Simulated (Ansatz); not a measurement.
`[F][GaH][O][GeH3]`, relaxed with RKS PBE0-D4/def2-TZVP in the Gaussian-basis code of Ansatz from a GFN2-xTB geometry. The force threshold is 0.005 eV/Å; the program also tests the step.

The species carries charge 0 and has multiplicity 1.

Start:

```xyz
8

F    -2.615    1.334   -0.445
Ga   -1.874   -0.116    0.165
O    -0.164   -0.312    0.184
Ge    1.534    0.036   -0.106
H    -2.711   -1.238    0.709
H     1.863   -0.584   -1.433
H     2.234   -0.643    1.037
H     1.732    1.523   -0.110
```

```tsv
step	energy (eV)	largest force (eV/Å)	largest move (Å)
1	-113710.6690	0.681	0.000
2	-113710.7593	0.347	0.101
3	-113710.7780	0.128	0.082
4	-113710.7958	0.091	0.079
5	-113710.8277	0.221	0.198
6	-113710.8362	0.286	0.197
7	-113710.8493	0.062	0.071
8	-113710.8502	0.015	0.037
9	-113710.8506	0.101	0.090
10 (rejected)	-113710.8500	0.157	0.057
11	-113710.8517	0.038	0.029
12	-113710.8527	0.030	0.093
13	-113710.8531	0.061	0.102
14	-113710.8536	0.039	0.012
15	-113710.8542	0.024	0.030
16	-113710.8546	0.060	0.085
17	-113710.8547	0.055	0.046
18	-113710.8549	0.037	0.008
19	-113710.8550	0.004	0.010
20	-113710.8550	0.009	0.024
21	-113710.8550	0.006	0.022
22	-113710.8550	0.002	0.004
```

End:

```xyz
8

F    -1.909    0.997   -1.022
Ga   -1.777   -0.261    0.199
O    -0.107   -0.634    0.612
Ge    1.399    0.071   -0.027
H    -3.035   -0.916    0.793
H     1.475   -0.181   -1.542
H     2.532   -0.657    0.711
H     1.422    1.579    0.276
```

Hardware: 4 threads of an AMD EPYC 9R45 on a shared host. Wall time 26 s, peak host memory 0.55 GiB.
